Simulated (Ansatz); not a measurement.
Input file for Ansatz (a first-principles code): R-B3LYP/def2-TZVPPD on boric acid (SMILES OB(O)O) with ghost functions, monomers drawn apart or pushed together. Files ending in .json are basis or fitting sets from the Basis Set Exchange.

Ansatz 0.2 input:
```yaml
crystal:
  periodic: [false, false, false]
  atoms:
    - {symbol: O, position_ang: [-0.02765131, -0.57078924, 1.55988282]}
    - {symbol: B, position_ang: [0.28391544, -0.24984030, 0.25821055]}
    - {symbol: O, position_ang: [0.70114689, -1.27120850, -0.55616410]}
    - {symbol: O, position_ang: [0.14055748, 1.06236815, -0.07629553]}
    - {symbol: H, position_ang: [0.08527875, -1.50524595, 1.76027292]}
    - {symbol: H, position_ang: [0.91708235, -1.04059172, -1.46275786]}
    - {symbol: H, position_ang: [0.35372927, 1.30290107, -0.98031794]}
basis:
  gaussian:
    orbitals: def2-TZVPPD.json
    ghost_atoms:
      - {symbol: F, position_ang: [-0.95837412, 0.94120105, 3.84631844]}
      - {symbol: H, position_ang: [-0.65481011, 0.48989012, 3.07732821]}
hamiltonian:
  xc: {name: B3LYP}
scf: {lower_state_search: off}
```

Output:

```
Functional definition: B3LYP
[...]
these checks for a lower state are left out or cut short: stability, starts, cluster_reference, orbital_swaps, neighbouring_geometries, increment
integrals: 0.17 GiB planned
1138 factors; their error is unknown
mean field: 1.51 GiB planned
mean field evaluation 1: about -6862.3422 eV, gradient 8.7e1 eV
mean field evaluation 2: about -6841.9183 eV, gradient 1.4e2 eV
mean field evaluation 4: about -6873.8808 eV, gradient 6.0e0 eV
mean field evaluation 8: about -6873.9382 eV, gradient 6.6e-2 eV
mean field evaluation 16: about -6873.9523 eV, gradient 1.0e-5 eV
mean field -6873.95230355 eV, -252.6130878233 hartree, gradient 4.5e-6 eV, S^2 0.000000; 0 other end points of the search recorded, 0 dependent functions left out
reference -6873.95256918 eV, -252.6130975849 hartree; 16, 16 occupied and 249, 249 virtual orbitals, 1138 factors
Total energy: -6873.95256918 eV, -252.6130975849 hartree
Checks for a lower state left out: stability, starts, cluster_reference, orbital_swaps, neighbouring_geometries, increment
```

The calculation finished and met its thresholds.

Cost: roughly 3 core-seconds.
